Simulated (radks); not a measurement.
Values are calculated unless marked as measured or tabulated.
The silver ion Ag2+ inside a hard spherical wall (all orbitals vanish at R), configuration held at [Kr] 4d9 and not refilled when levels cross. Level of theory: scalar-relativistic Kohn-Sham, LDA (Slater exchange, VWN5 correlation), spin-polarised, spherical densities, point nucleus; open shells are filled with parallel spins first (spin-orbit coupling, left out, can overturn this in heavy ions) (a radial shooting solver on a logarithmic mesh with Libxc functionals). Eigenvalues in eV for spin up, with the zero of energy where the potential of the charges vanishes at infinity; a dash marks a level that is unbound or too diffuse for the functional's potential to be trusted. A positive occupied level is held by the wall or, in an anion where self-interaction has pushed it up, behind a barrier. The pressure on the wall is -dE/dV.

| R (bohr) | E (hartree) | kinetic (hartree) | e(3d) | e(4s) | e(4p) | e(4d) | e(5s, empty) | e(5p, empty) | pressure (GPa) |
|---|---|---|---|---|---|---|---|---|---|
| free | -5310.03973 | 5515.166 | -381.79 | -118.00 | -81.457 | -29.478 | -21.270 | -14.572 | 0 |
| 8 | -5310.03973 | 5515.167 | -381.79 | -118.00 | -81.457 | -29.478 | -21.269 | -14.556 | 0.000122 |
| 7 | -5310.03971 | 5515.167 | -381.79 | -117.99 | -81.456 | -29.477 | -21.260 | -14.497 | 0.00213 |
| 6 | -5310.03950 | 5515.170 | -381.77 | -117.98 | -81.444 | -29.466 | -21.197 | -14.253 | 0.0371 |
| 4 | -5310.00813 | 5515.434 | -380.83 | -117.17 | -80.660 | -28.707 | -18.650 | -9.564 | 11.1 |
| 3.5 | -5309.93445 | 5515.936 | -379.34 | -115.92 | -79.472 | -27.503 | -15.160 | -4.447 | 48.4 |
| 2.5 | -5308.77855 | 5522.123 | -366.72 | -106.39 | -70.221 | -17.039 | 14.052 | 32.280 | 1240 |
| 2 | -5304.99510 | 5539.677 | -342.85 | -89.609 | -52.881 | 3.926 | 72.870 | 98.934 | 8680 |
